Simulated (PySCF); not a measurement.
## Orbital picture of KS⁻

B2PLYP at R = 2.704 Å; basis K aug-pcseg-1, S aug-pcseg-1; no relativity; PySCF 2.14. State: ¹Σ⁺ (singlet), closed shell. Only the outer orbitals are listed, counted within each symmetry.

```
orbital  occ.  ε (eV)  on K (%)  main shells (%)
     7σ     2  -36.69       100          100 K s
     3π     2  -17.92       100          100 K p
     3π     2  -17.92       100          100 K p
     8σ     2  -17.88        98           98 K p
     9σ     2  -11.74         2           98 S s
    10σ     2   -0.35        16   84 S p, 12 K s
     4π     2   -0.32         5           94 S p
     4π     2   -0.32         5           94 S p
    11σ     0    1.57        93   67 K s, 26 K p
    12σ     0    2.19       105    93 K s, 9 K d
     5π     0    2.52       105   95 K p, 10 K d
```

**Question.** Which are the highest filled and the lowest empty level, where do they sit, and how wide is the gap?

**Answer.** Highest filled 4π at -0.32 eV (in %: 94 S p); lowest empty 11σ at 1.57 eV (in %: 67 K s, 26 K p); the gap at B2PLYP is 1.89 eV. An empty level above zero is unbound, and its energy depends on the basis.

| Item | Value |
| --- | --- |
| bond order (Mayer) | 0.90 |
| ⟨S²⟩ | 0.000 |
| charge on K (Mulliken, basis-dependent) | 0.46 |
| charge on K (Löwdin, basis-dependent) | 0.18 |
| dipole moment (positive dipole points towards S; it is taken about the centre of mass and depends on that origin) | -10.89 D |

Shares are Mulliken populations and can fall outside 0 to 100 %.

Correlated steps freeze 10 core orbitals. B2PLYP dipoles, levels and charges come from its SCF part alone.
